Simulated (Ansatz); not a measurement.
Geometry optimisation, RKS PBE/6-31G* in Ansatz 0.2.0.

Input file:

```yaml
crystal:
  periodic: [false, false, false]
  atoms:
    - { symbol: B, position_ang: [-0.090964, -0.448307, -0.452444] }
    - { symbol: Cl, position_ang: [-0.068735, 0.118211, 2.56044] }
    - { symbol: F, position_ang: [1.071024, 0.153639, -0.646741] }
    - { symbol: Cl, position_ang: [-1.591733, 0.287817, -0.98692] }
    - { symbol: F, position_ang: [-0.103109, -1.670499, 0.074597] }
    - { symbol: H, position_ang: [-0.052884, -1.147663, 2.131769] }
basis:
  gaussian: { orbitals: "6-31G*" }
hamiltonian:
  xc: pbe
relax:
  f_tol: 0.03
  max_steps: 50
```

Command:

```bash
$ ansatz run input.yaml --threads 2 --pin off --max-ram 3072MiB --backend cpu --events-out ev --progress --plain --runs-dir out
```

Where does it end, and by what steps?

The run converged. The force dipped under the threshold on the way, but the program's further checks kept it going. After 28 steps the energy has fallen by 0.080 eV; Cl2 moved furthest, 1.22 Å.

| step | energy less start (eV) | largest force component (eV/Å) | accepted |
| --- | --- | --- | --- |
| 0 | 0.0000 | 0.967 | yes |
| 1 | -0.0107 | 0.756 | yes |
| 2 | -0.0466 | 0.628 | yes |
| 3 | -0.0509 | 0.519 | yes |
| 4 | -0.0610 | 0.393 | yes |
| 5 | -0.0627 | 0.350 | yes |
| 6 | -0.0677 | 0.104 | yes |
| 7 | -0.0679 | 0.112 | yes |
| 8 | -0.0678 | 0.321 | no |
| 9 | -0.0703 | 0.022 | yes |
| 10 | -0.0712 | 0.155 | yes |
| 11 | -0.0468 | 0.719 | no |
| 12 | -0.0727 | 0.068 | yes |
| 13 | -0.0744 | 0.046 | yes |
| 14 | -0.0754 | 0.011 | yes |
| 15 | -0.0718 | 0.463 | no |
| 16 | -0.0764 | 0.089 | yes |
| 17 | -0.0739 | 0.261 | no |
| 18 | -0.0768 | 0.114 | yes |
| 19 | -0.0776 | 0.084 | yes |
| 20 | -0.0780 | 0.104 | yes |
| 21 | -0.0782 | 0.072 | yes |
| 22 | -0.0789 | 0.095 | yes |
| 23 | -0.0792 | 0.089 | yes |
| 24 | -0.0674 | 0.550 | no |
| 25 | -0.0795 | 0.035 | yes |
| 26 | -0.0796 | 0.081 | yes |
| 27 | -0.0796 | 0.050 | yes |
| 28 | -0.0797 | 0.026 | yes |

```xyz
6
Properties=species:S:1:pos:R:3
B -0.093 -0.364 -0.795
Cl -0.032 -0.484 3.624
F 1.070 0.021 -1.290
Cl -1.602 0.155 -1.515
F -0.104 -1.169 0.272
H -0.074 -0.867 2.383
```

Whether the end is a true minimum wasn't checked by a vibrational analysis.

Run time: 31 s on 2 threads of Arm Neoverse V2 (shared host), peak memory 0.14 GiB.
